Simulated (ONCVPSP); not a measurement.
How hard is this aluminium (Al) ONCV potential?

ONCVPSP 4.0.1 input, shortened (lines: element, Z, core and valence counts, functional; n l f; lmax; l rc ep ncon nbas qcut; lloc lpopt rc5 dvloc0; l nproj debl; icmod fcfact rcfact), PBEsol, fully relativistic:

```
  Al 13.00    3    2  -116133      upf
    1    0    2.00
    2    0    2.00
    2    1    6.00
    3    0    2.00
    3    1    1.00
    1
    0    2.00    0.00    3    6    2.80
    1    2.90    0.00    4    7    3.00
    4    5    1.50    2.00
    0    3    0.50
    1    2    3.70
    3    5.75    1.75
```

Open shells are filled in proportion to 2j + 1.

Q: For each optimised wave give the share of its norm inside rc, the residual kinetic energy above qcut (Ha) and the cutoffs (Ha) for errors of 10, 1, 0.1 and 0.01 mHa per electron.

A:

| wave | norm inside rc | residual KE | 10 mHa | 1 mHa | 0.1 mHa | 0.01 mHa |
| --- | --- | --- | --- | --- | --- | --- |
| 3s | 0.325 | 3.0e-03 | 2.7 | 8.3 | 21.8 | 42.6 |
| s projector 2 | 0.139 | 2.9e-03 | 2.7 | 5.2 | 19.3 | 43.3 |
| s projector 3 | 0.106 | 5.4e-03 | 3.3 | 5.7 | 18.4 | 41.4 |
| 3p j=3/2 | 0.423 | 7.3e-06 | 1.3 | 2.1 | 2.7 | 4.1 |
| p projector 2 j=3/2 | 0.158 | 1.2e-01 | 6.0 | 7.8 | 13.9 | 24.8 |
| 3p j=1/2 | 0.425 | 6.9e-06 | 1.3 | 2.1 | 2.7 | 4.1 |
| p projector 2 j=1/2 | 0.158 | 1.3e-01 | 6.0 | 7.8 | 13.3 | 24.7 |

The occupied waves need 8.3 Ha and 22 Ha for 1 and 0.1 mHa. Note: ghosts flagged at negative energy: s at -828.1 eV; GHOST(+) flagged for s at 121.0 eV. A true bound ghost makes a file unfit for plane-wave use.
